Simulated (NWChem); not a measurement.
Molecule: Si2H5O2Cl; SMILES [SiH2](O[SiH2]O)Cl

```xyz
10

O      1.3043    -1.7576    -0.5808
Si    -0.0930    -1.8950     0.2970
O     -0.9951    -0.4965     0.2258
Si    -0.9640     1.0429    -0.3304
Cl     0.8309     1.9611     0.2156
H      1.9730    -1.1391    -0.2525
H      0.1707    -2.1539     1.7337
H     -0.8627    -2.9844    -0.3350
H     -1.0228     1.0969    -1.8071
H     -2.0584     1.8047     0.3034
```
Atoms are numbered in this order, from 1.

All runs: NWChem. Medium grid unless said otherwise, to which SCAN and Minnesota functionals are sensitive. Coordinates come from a B3LYP/6-31G* (spherical d) optimisation.

Q: Among these, which level gives the highest value of “highest occupied level (eV)”?
(A) B3LYP/def2-TZVP
(B) M06-2X/def2-TZVP
(C) PW6B95/def2-TZVP
(D) PBE/def2-TZVP

A: D, PBE/def2-TZVP. Values: M06-2X/def2-TZVP -10.17; PW6B95/def2-TZVP -8.94; B3LYP/def2-TZVP -8.62; PBE/def2-TZVP -7.41
